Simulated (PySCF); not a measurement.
Hf(Cl)3(OH)(OH2) (Cl3H3HfO2), SMILES [OH][Hf](<-[OH2])([Cl])([Cl])[Cl], multiplicity 1.

Geometry: PBE-D3(BJ)/def2-SVP. The spin state was assumed, not searched. The def2 effective core potentials stand for the cores of Hf; spin–orbit coupling is left out. One conformer was computed; it need not be the lowest.

All values below come from PySCF 2.14.0 with PBE-D3(BJ)/def2-SVP.

Frequencies are harmonic and unscaled.

Q: Estimate the vibrational spectrum. (The exact figures need the calculation; the answer reports its results.)

A: 
| mode | ν (cm⁻¹) | IR (km/mol) | moving atoms (share of kinetic energy) |
|---|---|---|---|
| 1 | 55 | 2.2 | Cl 68 %, O 28 % |
| 2 | 87 | 0.3 | Cl 57 %, O 31 % |
| 3 | 101 | 4.1 | Cl 57 %, Hf 27 %, O 9 % |
| 4 | 125 | 3.1 | O 44 %, Cl 35 %, H 13 % |
| 5 | 127 | 12.0 | H 47 %, Cl 26 %, O 14 %, Hf 13 % |
| 6 | 152 | 45.2 | Cl 42 %, O 36 %, H 18 % |
| 7 | 158 | 0.0 | O 43 %, Cl 32 %, H 19 % |
| 8 | 225 | 106.2 | O 58 %, H 33 % |
| 9 | 237 | 88.9 | H 88 %, O 11 % |
| 10 | 271 | 87.7 | H 86 %, O 9 % |
| 11 | 274 | 14.8 | O 68 %, Cl 20 %, H 10 % |
| 12 | 344 | 64.2 | Cl 71 %, O 17 %, Hf 11 % |
| 13 | 354 | 95.6 | Cl 70 %, Hf 21 % |
| 14 | 363 | 58.3 | Cl 84 %, Hf 15 % |
| 15 | 445 | 338.8 | H 84 %, O 14 % |
| 16 | 560 | 22.0 | H 85 %, O 12 % |
| 17 | 717 | 114.8 | O 84 %, Hf 9 % |
| 18 | 1527 | 95.6 | H 93 % |
| 19 | 3618 | 35.1 | H 96 % |
| 20 | 3718 | 103.0 | H 93 % |
| 21 | 3874 | 337.7 | H 94 % |
